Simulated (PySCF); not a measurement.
## Ionisation energy of Ba⁴⁴⁺ by level of theory

Ba⁴⁴⁺ [Ne] 3s2 (1S) → Ba⁴⁵⁺ [Ne] 3s1 (2S), as a difference of total energies. All numbers are calculated (PySCF 2.14, the non-relativistic Hamiltonian (point nucleus), in an uncontracted even-tempered set (16 s from 9.2 bohr⁻², ratio 2.5; 10 p from 12 bohr⁻², ratio 2.5; 4 d from 44 bohr⁻², ratio 2.7; 4 f from 66 bohr⁻², ratio 2.7)). Correlated levels: outer shells: 1s2 frozen; virtual orbitals above 40 to 60 times the deepest correlated orbital energy dropped. The calculations carry no spin-orbit coupling.

```json
{"method": "UHF", "ionisation energy (eV)": "3403.8"}
{"method": "LDA", "ionisation energy (eV)": "3408.1"}
{"method": "PBE", "ionisation energy (eV)": "3410.3"}
{"method": "PBE0", "ionisation energy (eV)": "3409.0"}
{"method": "r2SCAN", "ionisation energy (eV)": "3403.6"}
{"method": "TPSSh", "ionisation energy (eV)": "3407.9"}
{"method": "B3LYP", "ionisation energy (eV)": "3409.0"}
{"method": "MP2 (outer shells)", "ionisation energy (eV)": "3408.1"}
{"method": "SCS-MP2 (outer shells)", "ionisation energy (eV)": "3408.7"}
```

**Question.** How much does correlation contribute at MP2 (outer shells)?

**Answer.** 3408.1 − (3403.8) = 4.3 eV, measured against UHF.

The gap to the reference is mostly relativistic.

For comparison: 3546 ± 4 eV (theoretical estimate listed by NIST; NIST Atomic Spectra Database, ionization energies).
